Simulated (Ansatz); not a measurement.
Isolated molecules relaxed with PBE0-D4/def2-TZVP in Ansatz; ΔE leaves out vibrations. CCSD(T)/CBS adds triple-zeta CCSD(T) − MP2 to the extrapolated MP2 energy (def2 sets, frozen cores). This one scheme is used for every species. DFT in def2-TZVPP. One conformer a species, not always the lowest.

Consider the formal hydrolysis of the Si–C bond: `C[SiH]1CS1` + H₂O → `O[SiH]1CS1` + CH₄.

`C[SiH]1CS1`:

```xyz
10

C    -0.010   -1.311   -0.886
Si   -0.618    0.191    0.018
C     0.517    1.187    1.067
S     0.081    2.089   -0.509
H    -0.579   -1.463   -1.806
H     1.043   -1.192   -1.147
H    -0.123   -2.204   -0.266
H    -2.032    0.089    0.448
H     0.149    1.688    1.957
H     1.571    0.927    1.126
```

H₂O:

Cartesian coordinates in Å:
```
O -0.294 0.112 -0.230
H 0.563 0.533 -0.130
H -0.269 -0.645 0.359
```

`O[SiH]1CS1`:

```xyz
8

O     1.299    1.323   -0.544
Si    0.069    0.669    0.306
C    -0.760   -0.890   -0.174
S     0.296   -1.096    1.376
H     1.997    0.731   -0.833
H    -0.699    1.793    0.862
H    -1.817   -1.053    0.017
H    -0.386   -1.477   -1.009
```

CH₄:

Z-matrix (Å, degrees):
```
C
H 1 1.090
H 1 1.090 2 109.5
H 1 1.090 2 109.5 3 -120.0
H 1 1.090 2 109.5 3 120.0
```

| level | ΔE (kJ/mol) |
| --- | --- |
| r2SCAN-D4 | -103.6 |
| r2SCANh-D4 | -102.9 |
| MP2/def2-SVP | -100.9 |
| CCSD/def2-TZVPP | -101.2 |

Problem. What does CCSD(T)/CBS give? (Estimate.)

Solution. The calculation gave: -97.4 kJ/mol. The listed levels differ from it by -6.2, -5.5, -3.5, -3.8 kJ/mol.

Largest T1 diagnostic among the species: 0.012.

In def2-TZVPP, CCSD(T) changes the Hartree–Fock value by +16.1 kJ/mol (the triples alone add +1.5 kJ/mol) and MP2 by +15.6 kJ/mol. The D4 term adds +3.6 kJ/mol with B3LYP and +2.1 kJ/mol with PBE0; it sums over pairs of atoms, weighted by their polarisabilities, and B3LYP, whose exchange is more repulsive, gets the larger term.

B3LYP here is the variant with VWN-RPA as its local correlation; programs differ in this.
